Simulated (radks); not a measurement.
Dynamic dipole polarisability and lines of the palladium ion Pd16+, [Ar] 3d10 4s2. Calculated with a radial shooting solver on a logarithmic mesh with Libxc functionals: scalar-relativistic Kohn-Sham, PBE, spin-polarised, spherical densities, finite nucleus; Fermi nuclear charge, rms radius of each element as measured or else 0.836 A^(1/3) + 0.57 fm. Time-dependent linear response with the Hartree and adiabatic LDA kernel, continuum included through the Sternheimer equations, no spin-orbit coupling, so fine structure and intercombination lines are absent. Lines are the poles of the dipole polarisability below minus the highest occupied eigenvalue, found on a grid refined at the orbital gaps; the lowest seven at most are given, and weak or close lines can be missed. The first line takes the name of the lowest orbital gap if no other gap lies below it; otherwise a line is named after a gap within 0.6 % of it, if that gap stands alone.

| photon energy (eV) | alpha (bohr^3) |
|---|---|
| 0 | 0.4446 |
| 20.633 | 0.5341 |
| 61.900 | -0.6094 |
| 103.17 | -0.07335 |
| 144.43 | -0.005050 |
| 185.70 | 0.04191 |
| 226.97 | 0.001759 |
| 268.23 | 0.03612 |
| 309.50 | 0.04868 |
| 350.77 | -0.03584 |
| 392.03 | 0.04339 |

Lines (eV, oscillator strength): 48.563 (25.53 nm, 4s-4p), f = 1.29; 207.28 (5.982 nm, 4s-5p), f = 0.272; 284.29 (4.361 nm, 4s-6p), f = 0.0955; 325.26 (3.812 nm, 4s-7p), f = 0.0419; 337.17 (3.677 nm, unassigned), f = 0.458; 349.92 (3.543 nm, 4s-8p), f = 0.0320; 365.94 (3.388 nm, 4s-9p), f = 0.0195. Higher lines, where found, are left out when the end of the mesh affects them. Those listed give 93 % of the static polarisability (sum of f/w^2). Orbital energy gaps for comparison: 4s-4p 40.950 eV; 4s-5p 207.62 eV; 4s-6p 284.45 eV; 4s-7p 325.34 eV; 3d-4p 334.16 eV.
